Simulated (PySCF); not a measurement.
C2H7F2NSi. Atoms are numbered in the order given.

```xyz
13

N      2.8012    -0.3261    -0.0269
Si     1.2154     0.3542    -0.1928
C     -0.1767    -0.8574     0.3156
C     -1.5826    -0.3214     0.1979
F     -1.7317     0.7891     0.9785
F     -1.8393     0.0522    -1.0904
H      3.1458    -1.0160    -0.6865
H      3.2236    -0.4517     0.8873
H      1.1422     1.5526     0.6857
H      1.0269     0.7169    -1.6233
H     -0.0940    -1.7665    -0.3041
H     -0.0060    -1.1697     1.3598
H     -2.3677    -1.0407     0.4948
```
Charge 0, spin multiplicity 1.

Coordinates come from a B3LYP-D3(BJ)/def2-SVP optimisation. This is a generated structure with no PubChem entry under its InChIKey; it may be hypothetical. The values are those of a single conformer.

All values below come from PySCF with HF/def2-TZVP.

The molecule is in vacuum.

| Property | Result |
|---|---|
| total energy | -622.26062 hartree |
| highest occupied level | -10.85 eV |
| lowest empty level | 3.14 eV |
| orbital gap | 13.99 eV |
| dipole moment | 3.64 D |
| quadrupole, principal values (traceless, Buckingham form, about the centre of nuclear charge) | -1.63, -0.15, 1.78 D·Å |
| mean static polarisability | 53.9 bohr³ (7.99 Å³) |
| polarisability, principal values | 51.1, 51.4, 59.3 bohr³ |
